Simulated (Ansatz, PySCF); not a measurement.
C2H4BrClSi, SMILES C=C[SiH](Cl)Br. Atoms are numbered in the order given.

```xyz
9

Si    -0.1040    -0.1886    -0.8299
Cl     0.8264     1.5089    -1.5490
Br     0.6476    -0.6435     1.2102
C     -1.9340     0.0991    -0.7821
C     -2.6920     0.0004     0.3146
H      0.2954    -1.3093    -1.7173
H     -2.4078     0.3735    -1.7344
H     -2.2631    -0.2634     1.2875
H     -3.7717     0.1818     0.2860
```
Charge 0, spin multiplicity 1.

Geometry: PBE0-D3(BJ)/def2-SVP. The values are those of a single conformer.

Two levels are set side by side: PBE-D3(BJ)/def2-SVP (Ansatz, an electronic-structure program) and PBE0-D3(BJ)/def2-SVP (Ansatz). Each level has its own optimised geometry; the coordinates shown are those of the second. Frequencies come from the Hessian of PySCF at each geometry. Differences are taken from unrounded values.

```csv
quantity,PBE0-D3(BJ)
mean bond length (Å),1.531
bond Si1–Cl2 (Å),2.065
bond Si1–Br3 (Å),2.221
bond Si1–C4 (Å),1.853
bond C4–C5 (Å),1.337
bond Si1–H6 (Å),1.484
bond C4–H7 (Å),1.099
bond C5–H8 (Å),1.096
bond C5–H9 (Å),1.095
highest harmonic wavenumber (cm⁻¹),3249
mean harmonic wavenumber (cm⁻¹),1143
zero-point energy (kcal/mol),34.31
```

### Question
What does PBE-D3(BJ) give, and how far is it from PBE0-D3(BJ)? (The exact figures need the calculation; the answer reports its results.)

### Answer

```csv
quantity,PBE-D3(BJ),PBE-D3(BJ) minus PBE0-D3(BJ)
mean bond length (Å),1.543,0.011
bond Si1–Cl2 (Å),2.081,0.016
bond Si1–Br3 (Å),2.239,0.018
bond Si1–C4 (Å),1.864,0.011
bond C4–C5 (Å),1.347,0.010
bond Si1–H6 (Å),1.497,0.012
bond C4–H7 (Å),1.107,0.008
bond C5–H8 (Å),1.104,0.008
bond C5–H9 (Å),1.103,0.008
highest harmonic wavenumber (cm⁻¹),3153,-96
mean harmonic wavenumber (cm⁻¹),1103,-39
zero-point energy (kcal/mol),33.12,-1.19
```

GGA bonds tend to be longer and softer than those of functionals with exact exchange. Differences between two approximate levels are no errors against the true value.
